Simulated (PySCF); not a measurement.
C₂H₅O (SMILES C[CH-]O), charge -1, singlet, at a GFN2-xTB geometry (in this run its highest filled SCF level lies above zero, so its values depend strongly on the basis, on diffuse functions most of all). Base run: DF-B3LYP/def2-SV(P) (PySCF).

Here is a job for PySCF.
```python
from pyscf import gto, scf, dft

mol = gto.Mole()
mol.atom = '''
    C     1.11701280   -0.45538201    0.16584940
    C     0.08054857    0.68537464    0.06351505
    O    -1.26679294    0.00053142   -0.21741353
    H    -1.54067912   -0.29799928    0.65522787
    H     0.27418481    1.16455386   -0.94448532
    H     2.12245125   -0.01877928    0.23543440
    H     0.95379974   -1.03911597    1.08571755
    H     1.13921864   -1.19286638   -0.66877288
'''
mol.basis = 'def2-sv(p)'
mol.charge = -1
mol.verbose = 3
mol.build()

mf = dft.RKS(mol)
mf.xc = 'b3lyp'
mf = mf.density_fit(auxbasis='def2-universal-jkfit')
mf.kernel()
```

The base run was repeated with changes; each row names its change, and settings that it needs were set with it.

| change | basis functions | E (Eh) | HOMO (eV) | HOMO-LUMO gap (eV) |
|---|---|---|---|---|
| base | 52 | -154.20528 | 2.90 | 3.95 |
| basis = STO-3G | 20 | -152.18053 | 8.24 | 8.91 |
| basis = LANL2DZ | 37 | -154.32472 | 3.03 | 5.26 |
| basis = 3-21G | 37 | -153.46449 | 3.87 | 5.27 |
| basis = 6-31G** | 67 | -154.33129 | 3.33 | 4.85 |
| basis = 6-311G** | 84 | -154.39445 | 2.59 | 3.74 |
| basis = def2-SVPD | 103 | -154.26455 | 1.81 | 3.05 |
| basis = 6-311+G(2d,p) | 111 | -154.42298 | 1.59 | 2.50 |
| basis = aug-pcseg-1 | 114 | -154.35543 | 1.27 | 1.59 |
| basis = cc-pVTZ | 160 | -154.41744 | 2.29 | 3.66 |
| basis = pc-2 | 160 | -154.43655 | 1.88 | 3.23 |
| basis = pcseg-2 | 160 | -154.43313 | 1.87 | 3.01 |
| basis = def2-TZVPP | 163 | -154.42909 | 2.10 | 3.71 |

Totals compare only among sets that treat the same electrons; sets with core potentials leave the core out.
